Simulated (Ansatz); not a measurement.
Consider the redistribution: `[AlH2][SiH2][SiH3]` + `BSBC` → `CB[SiH2][AlH2]` + `BS[SiH3]`.

Calculated with Ansatz (gas phase, PBE0-D4/def2-TZVP geometries, no zero-point term in ΔE). CCSD(T)/CBS adds triple-zeta CCSD(T) − MP2 to the extrapolated MP2 energy (def2 sets, frozen cores). One conformer a species, not always the lowest.

| species | CCSD/def2-SVP energy (Eh) |
| --- | --- |
| `[AlH2][SiH2][SiH3]` | -823.90581 |
| `BSBC` | -488.60572 |
| `CB[SiH2][AlH2]` | -598.26919 |
| `BS[SiH3]` | -714.22341 |

Q: Work out ΔE.

A: ΔE = (-598.26919) + (-714.22341) − (-823.90581) − (-488.60572) = 0.01893 Eh = +0.52 eV. CCSD(T)/CBS gives +0.42 eV.

Largest T1 diagnostic among the species: 0.014.

Leaving LDA and LC-ωPBE aside and taking each functional with its dispersion term where it has one, the values, not all of them listed here, spread over 0.06 eV, from BLYP-D4 to PBE-QIDH. At CCSD(T), def2-SVP lies +0.09 eV from the extrapolated value and def2-TZVPP +0.01 eV. From BLYP to BHLYP (50 % exact exchange), in def2-TZVPP and without D4, ΔE moves by +0.03 eV.
